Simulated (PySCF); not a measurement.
## Electron correlation in As (arsenic, neutral)

[Ar] 3d10 4s1 4p4, high-spin 4P determinant (an excited configuration). Computed with PySCF 2.14 in dyall-av2z, with no relativity, point nucleus. Frozen: [Ar] 3d10; 5 electrons correlated; the 34 highest virtual orbitals of each spin left out.

MP2 pair energies summed by pair of shells (mhartree):

| pair | energy | share (%) |
| --- | --- | --- |
| 4p-4p | -52.49 | 88.9 |
| 4s-4p | -6.57 | 11.1 |

Total MP2 correlation energy: -59.06 mhartree.

Same-spin part -16.58 and opposite-spin part -42.48 mhartree; SCS-MP2 scales them by 1/3 and 6/5 to -56.50 mhartree.
